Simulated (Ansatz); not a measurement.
Input for Ansatz (development build ahead of 0.2.0):

```yaml
crystal:
  periodic: [false, false, false]
  atoms:
    - { symbol: Ti, position_ang: [0.0, 0.0, 0.0] }
    - { symbol: O, position_ang: [0.0, 1.64042, 0.76494] }
    - { symbol: Cl, position_ang: [0.0, -2.1117, 0.9847] }
basis:
  gaussian: { orbitals: pcseg-2 }
magnetization:
  initial_magnetization: 1
hamiltonian:
  xc: pbe
```

The input is written out in the form of the current development build from the run's settings.

Output:

```
Converged                       : yes
Total energy                    : -1384.55100 hartree
Spin squared of the determinant : 0.750
Stability test                  : minimum among restricted orbitals
```

Caution: no unrestricted run beside it, a lower state can exist; other spin multiplicities were not run.
